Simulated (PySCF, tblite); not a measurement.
Isomers of C7H11ClSi2. Computed values, GFN2-xTB/tblite, gas phase, harmonic and unscaled. The method is semi-empirical: single wavenumbers can be off by several per cent or more. Modes of hydrogen on silicon can be 10 to 20 % off. One conformer each.

Electronic energies: PBE0/pcSseg-1 single points on the GFN2-xTB geometries (PySCF, gas phase).

```
                              SMILES  electronic energy, lowest = 0 (kcal/mol)
        C#C[SiH2]/C=C/[Si@H](Cl)CC=C                                       0.0
C=C(C)C#C[C@@H]1[SiH2][C@H]1[SiH2]Cl                                      10.8
       C#C[SiH2]/C=C\[Si@@H](Cl)CC=C                                       3.5
```

Q: How do GFN2-xTB zero-point energies change the relative energies?

A: 
```tsv
SMILES	ZPE (kcal/mol)	of it from modes above 1550 cm⁻¹	electronic (kcal/mol)	with ZPE, lowest = 0 (kcal/mol)	lowest mode (cm⁻¹)	rings
C#C[SiH2]/C=C/[Si@H](Cl)CC=C	91.4	52.7	0.0	0.0	14	0
C#C[SiH2]/C=C\[Si@@H](Cl)CC=C	91.5	52.6	3.5	3.6	12	0
C=C(C)C#C[C@@H]1[SiH2][C@H]1[SiH2]Cl	91.4	49.3	10.8	10.8	20	1
```

The zero-point energies span 0.1 kcal/mol, from `C=C(C)C#C[C@@H]1[SiH2][C@H]1[SiH2]Cl` to `C#C[SiH2]/C=C\[Si@@H](Cl)CC=C`. The order is unchanged.

Q: And how do the electronic energies of GFN2-xTB itself compare?

A: `C#C[SiH2]/C=C/[Si@H](Cl)CC=C` 18.3; `C#C[SiH2]/C=C\[Si@@H](Cl)CC=C` 18.9; `C=C(C)C#C[C@@H]1[SiH2][C@H]1[SiH2]Cl` 0.0 kcal/mol, lowest = 0. Against the energies above, taken from the same isomer `C#C[SiH2]/C=C/[Si@H](Cl)CC=C`, the largest difference is 29.1 kcal/mol.
